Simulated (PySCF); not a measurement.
**Pd+: excitation energy**

Pd+ [Kr] 4d9 (2D) → Pd+ [Kr] 4d8 5s1, s spin flipped, as a difference of total energies. All numbers are calculated (PySCF 2.14, the spin-free X2C one-electron Hamiltonian (Gaussian nucleus), in x2c-QZVPPall (13s8p7d4f2g, 118 functions)). The calculations carry no spin-orbit coupling.

```tsv
method	excitation energy (eV)
UHF	2.919
revPBE	3.682
CAM-B3LYP	3.547
wB97M-V	3.866
```

The upper determinant mixes two multiplicities, so it lies between the two terms.

The basis was made for the ground configuration and has no added diffuse functions, so the excitation energy can come out too high.
